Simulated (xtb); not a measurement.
xtb input (GFN2-xTB):

```bash
xtb mol.xyz --gfn 2 --sp --chrg -1 --uhf 0
```
mol.xyz:
```
3

Hg    -0.00000000    -0.00000000    -0.55616054
Br     0.00000000     0.00000000     1.85286515
O     -0.00000000    -0.00000000    -2.54467967
```

End of the output:

```
         :::::::::::::::::::::::::::::::::::::::::::::::::::::
         ::                     SUMMARY                     ::
         :::::::::::::::::::::::::::::::::::::::::::::::::::::
         :: total energy              -9.157045317639 Eh    ::
         :: gradient norm              0.065610264149 Eh/a0 ::
         :: HOMO-LUMO gap              3.495231276961 eV    ::
         ::.................................................::
         :: SCC energy                -9.160716737312 Eh    ::
         :: -> isotropic ES            0.163046379536 Eh    ::
         :: -> anisotropic ES          0.005091339527 Eh    ::
         :: -> anisotropic XC         -0.019714846422 Eh    ::
         :: -> dispersion             -0.001905307356 Eh    ::
         :: repulsion energy           0.003671419674 Eh    ::
         :: add. restraining           0.000000000000 Eh    ::
         :: total charge              -1.000000000000 e     ::
         :::::::::::::::::::::::::::::::::::::::::::::::::::::

           -------------------------------------------------
          |                Property Printout                |
           -------------------------------------------------

    * Orbital Energies and Occupations

         #    Occupation            Energy/Eh            Energy/eV
      -------------------------------------------------------------
         1        2.0000           -0.6864312             -18.6787
         2        2.0000           -0.4246875             -11.5563
         3        2.0000           -0.3266292              -8.8880
         4        2.0000           -0.2634412              -7.1686
         5        2.0000           -0.2634412              -7.1686
         6        2.0000           -0.2221069              -6.0438
         7        2.0000           -0.1938812              -5.2758
         8        2.0000           -0.1938812              -5.2758 (HOMO)
         9                         -0.0654338              -1.7805 (LUMO)
        10                          0.0611249               1.6633
        11                          0.0611249               1.6633
Note: The following floating-point exceptions are signalling: IEEE_DENORMAL
normal termination of xtb
        12                          0.2090310               5.6880
        13                          0.2090310               5.6880
        14                          0.2183800               5.9424
        15                          0.2183800               5.9424
        16                          0.2562225               6.9722
        17                          0.8539665              23.2376
      -------------------------------------------------------------
                  HL-Gap            0.1284474 Eh            3.4952 eV
             Fermi-level           -0.1296575 Eh           -3.5282 eV

     #   Z          covCN         q      C6AA      α(0)
     1  80 Hg       1.623     0.076   297.254    29.912
     2  35 Br       0.844    -0.434   197.184    22.640
     3   8 O        0.779    -0.643    27.242     6.996

 Mol. C6AA /au·bohr⁶  :       1324.224917
 Mol. C8AA /au·bohr⁸  :      94376.737693
 Mol. α(0) /au        :         59.548452

Wiberg/Mayer (AO) data.
largest (>0.10) Wiberg bond orders for each atom

 ---------------------------------------------------------------------------
     #   Z sym  total        # sym  WBO       # sym  WBO       # sym  WBO
 ---------------------------------------------------------------------------
     1  80 Hg   2.106 --     3 O    1.392     2 Br   0.714
     2  35 Br   0.990 --     1 Hg   0.714     3 O    0.276
     3   8 O    1.669 --     1 Hg   1.392     2 Br   0.276
 ---------------------------------------------------------------------------

Topologies differ in total number of bonds
Writing topology from bond orders to xtbtopo.mol

molecular dipole:
                 x           y           z       tot (Debye)
 q only:        0.000       0.000       1.493
   full:        0.000       0.000       1.397       3.551
molecular quadrupole (traceless):
                xx          xy          yy          xz          yz          zz
 q only:       10.048       0.000      10.048       0.000       0.000     -20.095
  q+dip:       15.553       0.000      15.553       0.000       0.000     -31.105
   full:       16.507      -0.000      16.507       0.000       0.000     -33.013

           -------------------------------------------------
          | TOTAL ENERGY               -9.157045317639 Eh   |
          | GRADIENT NORM               0.065610264149 Eh/α |
          | HOMO-LUMO GAP               3.495231276961 eV   |
           -------------------------------------------------

------------------------------------------------------------------------
------------------------------------------------------------------------
 total:
 SCF:
```

This state (charge -1, singlet) is run at the relaxed geometry of the species with charge 0 and multiplicity 2.
